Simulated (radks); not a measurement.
The numbers below are computed, except where a source is named.
Co18+, configuration [He] 2s2 2p5 (the NIST ground configuration). Level of theory: Dirac Kohn-Sham, PBE, spin-unpolarised, spherical densities, finite nucleus; open shells fill j = l - 1/2 first; Fermi nuclear charge, rms radius 3.7875 fm (a radial shooting solver on a logarithmic mesh with Libxc functionals).

Radial electron density D(r) = 4 pi r^2 rho(r):

```
   r/bohr * D(r) (the largest magnitude, 32.2, reaches the edge; | marks zero)
  0.00323 |  *
 0.003613 |  *
 0.004042 |   *
 0.004485 |    *
 0.005016 |     *
  0.00561 |      *
 0.006275 |        *
 0.007019 |         *
 0.007788 |           *
 0.008711 |             *
 0.009744 |                *
   0.0109 |                   *
  0.01209 |                      *
  0.01353 |                         *
  0.01513 |                             *
  0.01692 |                                 *
  0.01893 |                                     *
    0.021 |                                         *
  0.02349 |                                             *
  0.02628 |                                                *
  0.02939 |                                                   *
  0.03287 |                                                     *
  0.03648 |                                                      *
   0.0408 |                                                      *
  0.04563 |                                                     *
  0.05104 |                                                   *
  0.05709 |                                                *
  0.06335 |                                             *
  0.07085 |                                         *
  0.07925 |                                       *
  0.08864 |                                      *
  0.09915 |                                      *
     0.11 |                                        *
   0.1231 |                                          *
   0.1376 |                                              *
    0.154 |                                                 *
   0.1722 |                                                   *
   0.1911 |                                                   *
   0.2137 |                                                *
    0.239 |                                           *
   0.2674 |                                   *
   0.2991 |                           *
   0.3318 |                    *
   0.3712 |            *
   0.4151 |       *
   0.4643 |   *
   0.5152 | *
   0.5763 |*
   0.6446 *
    0.721 *
   0.8064 *
   0.8948 *
    1.001 *
```

D(r) has 2 maxima, at r = 0.0383, 0.179 bohr, and minima at 0.0923 bohr, inside which lie 2.20 electrons.
